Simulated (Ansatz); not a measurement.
Frontier orbitals of Ge2H12Si3, SMILES `[GeH3][SiH2][SiH2][SiH2][GeH3]`.

The species carries charge 0 and has multiplicity 1. Correlated methods include outer-core shells of Ge, which these sets cover unevenly. Scalar relativity is left out up to krypton. The geometry is a stationary point of PBE0-D4/def2-TZVP. It is one conformer, not always the lowest. Basis def2-TZVPP, the Gaussian-basis code of Ansatz.

Orbital energies of one run (eV). Highest occupied ones, from the top: -7.50, -7.58, -8.02, -8.72, -9.04, -9.08, -9.29, -9.39, -9.45, -10.08, -10.13, -12.84, -13.77, -14.77. Empty: -0.78, -0.77, -0.41, -0.31, -0.30, 0.19.

Question: Which functional gave them?
A. PBE0
B. BHLYP
C. revPBE
D. HSE06 (plane-wave form)

Answer: D. HOMO energies: HSE06 -7.50, revPBE -6.81, BHLYP -8.78, PBE0 -7.88 eV.
